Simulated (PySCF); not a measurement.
## Spinor energies of W(4+) (tungsten, charge +4)

Start: [Xe] 4f14 5d2; 5d3/2 filled at m_j = +1/2, +3/2. Calculated with PySCF 2.14 in x2c-QZVPPall-2c (16s16p12d6f2g, 184 functions): generalised Hartree-Fock with the X2C-1e Hamiltonian and a Gaussian nucleus; one run each with spin-orbit coupling (SO) switched off, then screened by Boettger's factors.

| spinor shell | electrons | ε, spin-free (eV) | ε, screened SO (eV) | weight of nominal j (screened SO) | rms radius, screened SO (bohr) |
| --- | --- | --- | --- | --- | --- |
| 1s1/2 | 2 | -69944.9 | -69923.6 | 1.000 | 0.0208 |
| 2s1/2 | 2 | -12250.7 | -12243.9 | 1.000 | 0.0838 |
| 2p1/2 | 2 | -10722.9 | -11689.8 | 1.000 | 0.0713 |
| 2p3/2 | 4 | -10722.9 | -10331.0 | 1.000 | 0.0787 |
| 3s1/2 | 2 | -2917.4 | -2915.1 | 1.000 | 0.214 |
| 3p1/2 | 2 | -2457.0 | -2668.6 | 1.000 | 0.206 |
| 3p3/2 | 4 | -2457.0 | -2369.7 | 1.000 | 0.221 |
| 3d3/2 | 4 | -1921.7 | -1959.5 | 1.000 | 0.195 |
| 3d5/2 | 6 | -1921.7 | -1894.6 | 1.000 | 0.199 |
| 4s1/2 | 2 | -668.98 | -668.15 | 1.000 | 0.478 |
| 4p1/2 | 2 | -515.26 | -564.73 | 1.000 | 0.486 |
| 4p3/2 | 4 | -515.26 | -494.51 | 1.000 | 0.520 |
| 4d3/2 | 4 | -316.50 | -324.22 | 1.000 | 0.544 |
| 4d5/2 | 6 | -316.50 | -310.55 | 1.000 | 0.556 |
| 5s1/2 | 2 | -136.74 | -136.45 | 1.000 | 1.14 |
| 5p1/2 | 2 | -94.789 | -103.73 | 0.985 | 1.25 |
| 4f5/2 | 6 | -93.851 | -94.884 | 0.997 | 0.663 |
| 4f7/2 | 8 | -93.851 | -92.268 | 0.998 | 0.666 |
| 5p3/2 | 4 | -94.789 | -90.739 | 0.989 | 1.33 |
| 5d3/2 | 2 | -50.632 | -50.916 | 0.941 | 1.75 |

```json
{"quantity": "E (hartree)", "spin-free": "-16127.70066", "screened SO": "-16146.80818"}
{"quantity": "M_J", "spin-free": "2", "screened SO": "2"}
{"quantity": "⟨J²⟩", "spin-free": "8.009", "screened SO": "6.363"}
{"quantity": "⟨L²⟩", "spin-free": "12.007", "screened SO": "11.349"}
{"quantity": "⟨S²⟩", "spin-free": "2.002", "screened SO": "1.870"}
```

The determinant has a definite M_J but mixes levels of different J.

Each row is a mean over spinors that exchange with the open shell spreads, by up to 4.150 eV (5p1/2).

Breit and QED terms are absent; they matter most for the inner s and p1/2 levels.

Densities and radii are taken from the X2C orbitals without a picture-change correction, which distorts them close to the nucleus.

Without spin-orbit coupling the j labels of p, d and f shells carry no meaning; the spin-free column gives the mean over the occupied spinors of each nl shell, and its ⟨J²⟩ belongs to a mixture of degenerate components.
